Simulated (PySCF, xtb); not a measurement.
B(NMe2)(OH)(SH) (C2H8BNOS), SMILES OB(N(C)C)S.

xtb 6.7.1 with GFN2-xTB at its own geometry gives an orbital gap of 5.49 eV and a dipole moment of 2.04 D.

Geometry optimised at r2SCAN-D4/def2-SVP. One conformer was computed; it need not be the lowest.

### Question
What does r2SCAN/def2-TZVP (PySCF) give? (An estimate is asked for; the answer gives what the named calculation found.)

### Answer
gap 5.38 eV (levels -5.57 and -0.19 eV), dipole 0.71 D.
